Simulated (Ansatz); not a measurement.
Reaction (isomerisation): `C[SiH]([SiH3])[AsH2]` → `C[SiH2][SiH2][AsH2]`

Program: Ansatz. Geometries: PBE0-D4/def2-TZVP. ΔE: electronic, gas phase. CCSD(T)/CBS is the MP2 limit (def2-TZVPP, def2-QZVPP) plus CCSD(T) − MP2 in def2-TZVPP, frozen cores. Functionals use def2-TZVPP. B3LYP here is the variant with VWN-RPA as its local correlation; programs differ in this. For As outer-core shells are correlated without core-valence functions, which leaves a few kJ/mol of doubt a bond. Scalar relativity is left out up to krypton. One conformer a species, not always the lowest.

```json
{"level": "PBE-D4", "ΔE (kcal/mol)": "0.6", "difference from CCSD(T)/CBS": "0.0"}
{"level": "r2SCAN-D4", "ΔE (kcal/mol)": "0.6", "difference from CCSD(T)/CBS": "0.0"}
{"level": "PBE0-D4", "ΔE (kcal/mol)": "0.5", "difference from CCSD(T)/CBS": "-0.1"}
{"level": "B3LYP-D4", "ΔE (kcal/mol)": "0.6", "difference from CCSD(T)/CBS": "0.0"}
{"level": "ωB97X-V", "ΔE (kcal/mol)": "0.4", "difference from CCSD(T)/CBS": "-0.2"}
{"level": "ωB97M-V", "ΔE (kcal/mol)": "0.5", "difference from CCSD(T)/CBS": "-0.1"}
{"level": "B2PLYP", "ΔE (kcal/mol)": "0.4", "difference from CCSD(T)/CBS": "-0.2"}
{"level": "PBE", "ΔE (kcal/mol)": "0.4", "difference from CCSD(T)/CBS": "-0.2"}
{"level": "r2SCAN", "ΔE (kcal/mol)": "0.5", "difference from CCSD(T)/CBS": "-0.1"}
{"level": "PBE0", "ΔE (kcal/mol)": "0.3", "difference from CCSD(T)/CBS": "-0.3"}
{"level": "B3LYP", "ΔE (kcal/mol)": "0.3", "difference from CCSD(T)/CBS": "-0.3"}
{"level": "HF/def2-TZVPP", "ΔE (kcal/mol)": "0.1", "difference from CCSD(T)/CBS": "-0.5"}
{"level": "MP2/def2-TZVPP", "ΔE (kcal/mol)": "0.7", "difference from CCSD(T)/CBS": "0.1"}
{"level": "SCS-MP2/def2-TZVPP", "ΔE (kcal/mol)": "0.6", "difference from CCSD(T)/CBS": "0.0"}
{"level": "CCSD/def2-TZVPP", "ΔE (kcal/mol)": "0.5", "difference from CCSD(T)/CBS": "-0.1"}
{"level": "CCSD(T)/def2-TZVPP", "ΔE (kcal/mol)": "0.6", "difference from CCSD(T)/CBS": "0.0"}
{"level": "HF/def2-QZVPP", "ΔE (kcal/mol)": "0.1", "difference from CCSD(T)/CBS": "-0.5"}
{"level": "MP2/def2-QZVPP", "ΔE (kcal/mol)": "0.7", "difference from CCSD(T)/CBS": "0.1"}
{"level": "SCS-MP2/def2-QZVPP", "ΔE (kcal/mol)": "0.6", "difference from CCSD(T)/CBS": "0.0"}
{"level": "HF/CBS(def2)", "ΔE (kcal/mol)": "0.1", "difference from CCSD(T)/CBS": "-0.5"}
{"level": "MP2/CBS(def2)", "ΔE (kcal/mol)": "0.7", "difference from CCSD(T)/CBS": "0.1"}
{"level": "CCSD/CBS(def2)", "ΔE (kcal/mol)": "0.5", "difference from CCSD(T)/CBS": "-0.1"}
{"level": "CCSD(T)/CBS", "ΔE (kcal/mol)": "0.6", "difference from CCSD(T)/CBS": "0"}
```

Largest T1 diagnostic among the species: 0.012.
